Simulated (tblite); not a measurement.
C₅H₁₂GeS.
Numbering: `[CH2:1]=[C:2]([GeH3:3])[CH2:4][CH2:5][CH2:6][SH:7]` (hydrogens: H8, H9 on C1; H10, H11, H12 on Ge3; H13, H14 on C4; H15, H16 on C5; H17, H18 on C6; H19 on S7)

Computed with GFN2-xTB (tblite), gas phase: L-BFGS steps from a force-field or distance-geometry start until the largest atomic force falls under 0.01 eV/Å.

Step 25: E = -597.1730 eV
```
atom  x, y, z in Å  |  force x, y, z in eV/Å
C1     -1.9625   -1.1783    0.7538    0.032   0.017  -0.010
C2     -1.3947   -0.2451    0.0029    0.016  -0.010  -0.015
Ge3    -2.3684    1.4022   -0.4263   -0.001   0.014   0.005
C4     -0.0007   -0.4286   -0.5309    0.055   0.015  -0.002
C5      1.0406   -0.2100    0.5731    0.002  -0.008   0.021
C6      2.4567   -0.3605    0.0414   -0.030   0.002  -0.002
S7      3.7221   -0.1725    1.3487   -0.027  -0.004  -0.020
H8     -2.9512   -1.0491    1.1644   -0.007  -0.022  -0.006
H9     -1.4565   -2.1022    0.9904   -0.040  -0.037   0.034
H10    -3.6317    1.1137   -1.1737    0.025   0.001   0.012
H11    -1.5194    2.2914   -1.2782    0.012   0.015  -0.002
H12    -2.7601    2.1604    0.8009    0.001   0.007   0.012
H13     0.1908    0.2843   -1.3378   -0.034  -0.002  -0.025
H14     0.1104   -1.4371   -0.9364    0.031  -0.010   0.015
H15     0.9100    0.7883    1.0014   -0.012   0.016  -0.028
H16     0.8794   -0.9356    1.3715   -0.015  -0.010   0.037
H17     2.6217   -1.3652   -0.3477   -0.011   0.003  -0.018
H18     2.6672    0.3635   -0.7461    0.028   0.012   0.010
H19     3.4363    1.0896    1.6625   -0.026   0.000  -0.017
```

Step 26: E = -597.1735 eV
```
atom  x, y, z in Å  |  force x, y, z in eV/Å
C1     -1.9625   -1.1810    0.7523    0.012   0.009   0.002
C2     -1.3954   -0.2454    0.0046    0.029  -0.011  -0.037
Ge3    -2.3663    1.4039   -0.4245    0.008   0.009   0.005
C4     -0.0021   -0.4311   -0.5305    0.056   0.005   0.005
C5      1.0393   -0.2061    0.5722    0.024  -0.006   0.017
C6      2.4555   -0.3578    0.0396   -0.007  -0.004   0.008
S7      3.7223   -0.1725    1.3486   -0.050  -0.014  -0.050
H8     -2.9509   -1.0536    1.1636   -0.016  -0.018  -0.001
H9     -1.4575   -2.1062    0.9859   -0.035  -0.032   0.031
H10    -3.6295    1.1178   -1.1736    0.029   0.003   0.014
H11    -1.5130    2.2909   -1.2756    0.003   0.011   0.006
H12    -2.7572    2.1606    0.8039    0.001   0.011   0.009
H13     0.1889    0.2770   -1.3416   -0.034  -0.002  -0.026
H14     0.1083   -1.4428   -0.9294    0.034   0.005   0.016
H15     0.9086    0.7953    0.9951   -0.012  -0.008  -0.030
H16     0.8795   -0.9291    1.3741   -0.013   0.009   0.024
H17     2.6216   -1.3635   -0.3480   -0.024   0.018  -0.018
H18     2.6676    0.3658   -0.7489    0.021  -0.006   0.035
H19     3.4329    1.0868    1.6660   -0.026   0.020  -0.009
```

Step 27: E = -597.1743 eV
```
atom  x, y, z in Å  |  force x, y, z in eV/Å
C1     -1.9623   -1.1841    0.7505   -0.015  -0.006   0.016
C2     -1.3957   -0.2461    0.0059    0.036  -0.015  -0.051
Ge3    -2.3635    1.4063   -0.4221    0.025  -0.004   0.009
C4     -0.0027   -0.4341   -0.5299    0.036  -0.011   0.008
C5      1.0381   -0.2014    0.5715    0.039   0.000   0.005
C6      2.4539   -0.3546    0.0376    0.022  -0.011   0.016
S7      3.7216   -0.1728    1.3477   -0.061  -0.019  -0.066
H8     -2.9508   -1.0594    1.1624   -0.019  -0.009   0.000
H9     -1.4597   -2.1118    0.9812   -0.026  -0.016   0.022
H10    -3.6261    1.1229   -1.1731    0.028   0.004   0.013
H11    -1.5051    2.2905   -1.2724   -0.008   0.007   0.016
H12    -2.7536    2.1611    0.8078    0.001   0.013   0.004
H13     0.1858    0.2680   -1.3468   -0.025  -0.004  -0.021
H14     0.1066   -1.4496   -0.9204    0.040   0.021   0.013
H15     0.9066    0.8037    0.9867   -0.009  -0.031  -0.026
H16     0.8793   -0.9208    1.3778   -0.008   0.035   0.004
H17     2.6209   -1.3610   -0.3488   -0.039   0.029  -0.020
H18     2.6686    0.3687   -0.7516    0.009  -0.021   0.058
H19     3.4281    1.0836    1.6698   -0.025   0.036  -0.001
```

Step 28: E = -597.1752 eV
```
atom  x, y, z in Å  |  force x, y, z in eV/Å
C1     -1.9620   -1.1879    0.7484   -0.042  -0.023   0.025
C2     -1.3954   -0.2474    0.0069    0.031  -0.024  -0.047
Ge3    -2.3596    1.4090   -0.4190    0.044  -0.022   0.016
C4     -0.0028   -0.4378   -0.5291    0.001  -0.026   0.005
C5      1.0372   -0.1956    0.5705    0.037   0.008  -0.013
C6      2.4521   -0.3509    0.0355    0.043  -0.017   0.018
S7      3.7196   -0.1733    1.3456   -0.050  -0.011  -0.055
H8     -2.9510   -1.0666    1.1608   -0.017   0.007  -0.002
H9     -1.4629   -2.1190    0.9760   -0.015   0.007   0.011
H10    -3.6212    1.1290   -1.1722    0.024   0.005   0.011
H11    -1.4956    2.2902   -1.2682   -0.017   0.004   0.025
H12    -2.7490    2.1618    0.8126    0.004   0.015  -0.002
H13     0.1816    0.2569   -1.3534   -0.009  -0.008  -0.010
H14     0.1054   -1.4575   -0.9092    0.048   0.030   0.005
H15     0.9039    0.8135    0.9761   -0.003  -0.044  -0.015
H16     0.8788   -0.9100    1.3825   -0.001   0.058  -0.016
H17     2.6194   -1.3575   -0.3502   -0.052   0.026  -0.026
H18     2.6701    0.3719   -0.7538   -0.005  -0.026   0.066
H19     3.4216    1.0802    1.6740   -0.021   0.042   0.004
```

Problem. Estimate the geometry and energy of step 29. (The exact step hangs on the optimiser's Hessian estimate; all steps are aligned on step 28, rigid shifts and turns removed.)

Solution. E = -597.1763 eV, largest force 0.073 eV/Å
```
atom  x, y, z in Å  |  force x, y, z in eV/Å
C1     -1.9622   -1.1920    0.7463   -0.057  -0.033   0.022
C2     -1.3949   -0.2495    0.0074    0.013  -0.036  -0.025
Ge3    -2.3544    1.4116   -0.4153    0.056  -0.040   0.025
C4     -0.0025   -0.4419   -0.5281   -0.032  -0.033  -0.005
C5      1.0368   -0.1893    0.5690    0.016   0.013  -0.030
C6      2.4507   -0.3471    0.0336    0.043  -0.021   0.011
S7      3.7163   -0.1740    1.3424   -0.016   0.007  -0.014
H8     -2.9516   -1.0742    1.1590   -0.016   0.025  -0.006
H9     -1.4668   -2.1265    0.9706   -0.004   0.028   0.000
H10    -3.6151    1.1356   -1.1708    0.019   0.006   0.008
H11    -1.4857    2.2899   -1.2630   -0.020   0.005   0.030
H12    -2.7439    2.1627    0.8177    0.007   0.015  -0.007
H13     0.1769    0.2447   -1.3606    0.009  -0.013   0.004
H14     0.1050   -1.4655   -0.8969    0.058   0.025  -0.008
H15     0.9011    0.8233    0.9643    0.005  -0.038  -0.001
H16     0.8782   -0.8972    1.3872    0.007   0.066  -0.028
H17     2.6168   -1.3533   -0.3524   -0.058   0.007  -0.035
H18     2.6716    0.3750   -0.7550   -0.015  -0.016   0.054
H19     3.4140    1.0769    1.6784   -0.016   0.034   0.004
```

The energy changes by -0.0010 eV. The first-order estimate −F·Δx gives -0.0014 eV and the mean of the old and new forces, exact on a quadratic surface, -0.0010 eV. The step makes an angle of 80° with the force vector and moves no atom by more than 0.016 Å.

The cost below is that of the whole relaxation. Hardware: Intel Xeon 6975P-C, one thread, shared host with 192 logical CPUs at a one-minute load of 55. Cost: 1.2 s.
